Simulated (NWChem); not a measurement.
## Correlation energy of HOSi

```xyz
3

O      0.4801     0.9207     0.0000
Si    -0.3079    -0.4027     0.0000
H      0.4697    -1.7274     0.0000
```
Charge 0, spin multiplicity 2.

All runs are NWChem calculations. Structure: optimised with UPBE0/def2-SVP, a minimum by its harmonic frequencies.

Basis set: cc-pVDZ. Each correlation energy counts from its own Hartree-Fock reference.

```
method           correlation energy (mHa)            remark
---------------  ------------------------  ----------------
URI-MP2                            -274.4                 -
UMP2                               -274.3                 -
SCS-UMP2                           -267.4                 -
CCSD on UHF                        -285.0                 -
CCSD[T] on UHF                     -299.3                 -
CCSD(T) on UHF                     -296.4                 -
CCSD on ROHF                       -290.2                 -
CCSD[T] on ROHF                    -306.2                 -
CCSD(T) on ROHF                    -302.5                 -
CCSDT on ROHF                      -303.0  large amplitudes
```

The values span 38.8 mHa, from CCSD[T] on ROHF (lowest) to SCS-UMP2 (highest). 

The correlated methods keep 6 core orbitals frozen. The structure started from a generated list of species. The unpaired electrons of the parent sit in orbitals of symmetry a' (Cs labels of the run); other states weren't searched. No SCF solution was tested for a lower state. Open-shell Hartree-Fock references start from PBE0 orbitals. No row is a measurement; the coupled-cluster row has its own basis-set and correlation limits.
